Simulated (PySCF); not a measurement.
## Trend along the fifth-period p block: MHg molecules

PBE with double-zeta basis sets in PySCF, for the lowest determinant that a PBE0 search found; no spin–orbit coupling. De refers to high-spin ground-configuration atoms. A positive dipole means M(−)Hg(+).

| M | basis | state (unpaired electrons) | Re (Å) | ωe (cm⁻¹) | De (eV) | μ (D) |
| --- | --- | --- | --- | --- | --- | --- |
| Sn | def2-SVP | triplet (π ↑↑) | 2.884 | 97.6 | 0.45 | 1.25 |
| Sb | def2-SVP | quartet (σ ↑, π ↑↑) | 3.366 | 38.3 | 0.09 | -0.04 |
| I | def2-SVP | doublet (σ ↑) | 2.867 | 106 | 0.58 | 2.15 |

The shortest bond is that of HgI (2.867 Å), the longest that of HgSb (3.366 Å). HgI is bound most strongly (0.58 eV) and HgSb least (0.09 eV).

The state changes along the series, so neighbouring rows are not always alike in their bonding.

Weak bonds: HgSb, SnHg. Basis-set superposition, not corrected here, can be much of De in a small basis, most of all at correlated wavefunction levels. Functionals without a dispersion term scatter widely for such bonds, and LDA overbinds them. Spin–orbit coupling is left out, which matters for elements this heavy, above all for dissociation energies. States were picked by a PBE0 search and need not be the measured ground states.
